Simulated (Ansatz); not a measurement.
```xyz
7

O     0.127    0.736   -0.680
In   -1.096   -1.353   -1.732
C     0.077   -0.030    0.556
O    -0.586   -1.167    0.291
H     0.792    1.429   -0.631
H    -0.433    0.590    1.313
H     1.118   -0.206    0.883
```

Total charge 0; spin multiplicity 1. In: def2 effective core potential. The bonds changed during the relaxation, so this is another structure than the one it started from.

Task: List the PBE/def2-TZVPP orbital energies in eV (Ansatz). (An estimate is asked.)

Result: Computed: Occupied: -510.53, -508.95, -270.97, -121.19, -78.83, -78.82, -78.60, -26.02, -23.69, -18.04, -18.04, -17.93, -17.86, -17.84, -15.42, -13.12, -11.23, -10.40, -9.15, -7.58, -6.87, -5.53, -5.37. Lowest empty: -1.74, -1.57, -0.05, 0.48, 1.77, 1.95, 2.18, 2.70.
